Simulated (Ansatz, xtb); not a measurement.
## Ranking isomers of C5H4ClNS2

4 gas-phase structures of C5H4ClNS2, from a drawn sample of its isomers (lower ones may exist). Each was relaxed with GFN2-xTB; where two conformers were screened, the lower at r2SCAN-D4/def2-SVP//GFN2-xTB is listed:

A. `S=C(CCl)c1nccs1`, a singlet
B. `C=Nc1cc(Cl)c(S)s1`, a singlet
C. `CC(=S)c1sncc1Cl`, a singlet
D. `CC(=S)c1ncsc1Cl`, a singlet

**Question.** Estimate their order in r2SCAN-D4/def2-SVP//GFN2-xTB energy at these geometries, lowest first.

**Answer.** Calculated order at r2SCAN-D4/def2-SVP//GFN2-xTB: A (0.0), D (4.7), C (6.1), B (12.5) kcal/mol.

Energies above the lowest of each column, in kcal/mol; the last columns are at r2SCAN-D4/def2-SVP geometries (a dash: not run or not comparable):

```
structure  GFN2-xTB  HF/STO-3G  r2SCAN-D4/def2-SVP//GFN2-xTB  r2SCAN-D4/def2-SVP  CCSD(T)/def2-SVP + ΔMP2/def2-TZVPP
        A       4.3        0.0                           0.0                 0.0                                 0.0
        D       0.0        3.6                           4.7                 4.3                                 5.5
        C       0.0        8.2                           6.1                 5.6                                 4.3
        B       9.8        7.0                          12.5                12.6                                   –
```

CCSD(T)/def2-SVP + ΔMP2/def2-TZVPP puts A lowest of those it was run on; GFN2-xTB picks D. CCSD(T)/def2-SVP + ΔMP2/def2-TZVPP orders those it was run on as A (0.0), C (4.3), D (5.5) kcal/mol. Some further structures that were screened fall inside this span and aren't listed. Flexible structures stand in one conformer each, not always the lowest. Frequencies (GFN2-xTB) were run for A, C, D alone. The ΔMP2 step shifts differences by up to 3.4 kcal/mol, which makes them less sure. ΔMP2 is the change of the MP2 energy from the smaller to the larger basis.

Over these structures GFN2-xTB departs from r2SCAN-D4/def2-SVP//GFN2-xTB by 3.3 kcal/mol on average once a common shift is removed. A GFN2-xTB relaxation took about 0.21 s and the r2SCAN-D4/def2-SVP//GFN2-xTB energy about 2.9 s on a shared host (Ansatz 0.2.0, xtb 6.7.1).
